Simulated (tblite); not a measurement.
Species: C₇H₇NS (charge -1 and doublet state).
Cartesian coordinates in Å at the GFN2-xTB level; atoms count from 1:
```
atom  x, y, z in Å
S1    -2.7645    1.1306    1.5458
C2    -2.2104   -0.0446    0.4967
C3    -1.5498    0.2605   -0.8066
C4    -0.1210    0.0900   -0.4219
C5     0.5224   -1.1614   -0.4925
C6     1.8036   -1.2933   -0.0187
N7     2.5225   -0.3016    0.5186
C8     1.9041    0.8857    0.5953
C9     0.6306    1.1332    0.1506
H10   -2.1483   -1.0672    0.8522
H11   -1.7713    1.2832   -1.1164
H12   -1.8466   -0.4427   -1.5958
H13    0.0079   -2.0115   -0.9244
H14    2.3189   -2.2489   -0.0770
H15    2.5016    1.6804    1.0324
H16    0.1927    2.1164    0.2501
```

Structure optimised with GFN2-xTB, isolated species. This method treats the open shell by occupation alone, without spin polarisation.

Take the most abundant isotopes and a rigid rotor. The values belong to one conformer with, in the numbering `[S-:1][CH:2][CH2:3][c:4]1[cH:5][cH:6][n:7][cH:8][cH:9]1`, S1–C2–C3–C4 100°, C2–C3–C4–C5 88°.

Problem. Give the principal moments of inertia and the rotational constants in MHz.

Solution. Ia = 158.82, Ib = 613.35, Ic = 684.82 u·Å²; 505379 MHz·u·Å²/I gives A = 3182, B = 824.0, C = 738.0 MHz.

Problem. What kind of rotor is it?

Solution. A near-prolate asymmetric top: κ = (2 × 824.0 − 3182 − 738.0)/(3182 − 738.0) = -0.93.

Problem. What does the inertial defect say?

Solution. Not planar: Δ = Ic − Ia − Ib = -87.34 u·Å². For a rigid frame Δ = −2 Σ m c², so Σ m c² = 43.67 u·Å² lies off the ab plane: 9.36 from hydrogen and 34.31 from heavier atoms. The atom farthest from that plane is 1.80 Å away.

For this open shell read J as N, the rotation without spin; fine and hyperfine splittings come on top. Its GFN2-xTB frequencies are all real (lowest 55 cm⁻¹). Whether the extra electron is bound in the gas phase wasn't checked; a finite basis holds it in any case. These are rigid-rotor constants of the computed structure; measured ground-state constants (B0) also hold zero-point vibration.
